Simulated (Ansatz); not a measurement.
Stepwise reaction of `[OH][Sn]([OH])([F])[F]` with methanol, as a gas-phase model of exchange steps in deposition or etching. ΔE in kJ/mol; ΔG adds harmonic PBE0-D4 terms to CCSD(T)/CBS, at 1 bar.

Gas-phase electronic energies from Ansatz, PBE0-D4/def2-TZVP geometries. CCSD(T)/CBS adds triple-zeta CCSD(T) − MP2 to the extrapolated MP2 energy (def2 sets, frozen cores). This one scheme is used for every species. DFT in def2-TZVPP. B3LYP here is the variant with VWN-RPA as its local correlation; programs differ in this. Elements past krypton have def2 core potentials. For Sn outer-core shells are correlated without core-valence functions, which leaves a few kJ/mol of doubt a bond. One conformer a species, not always the lowest.

```tsv
step	reaction	PBE-D4	B3LYP-D4	ωB97M-V	CCSD(T)/CBS	ΔG(400 K)
1	`[OH][Sn]([OH])([F])[F]` + CH₃OH → `C[O][Sn]([OH])([F])[F]` + H₂O	4.9	3.3	5.8	0.1	-1.6
2	`C[O][Sn]([OH])([F])[F]` + CH₃OH → `C[O][Sn]([F])([F])[O]C` + H₂O	4.7	3.7	6.2	0.6	4.1
```

(1) By hand: ΔE of the 2 steps together at CCSD(T)/CBS.

Results:

(1) (0.1) + (0.6) = 0.7 kJ/mol, or 0.3 kJ/mol a step.

In ΔE the steps differ by no more than 0.5 kJ/mol. ΔG lies between -1.6 and 4.1 kJ/mol a step. PBE-D4 differs from CCSD(T)/CBS by 4.1 to 4.8 kJ/mol a step. Isolated molecules leave out the surface, adducts and barriers. Largest T1 diagnostic: 0.015.
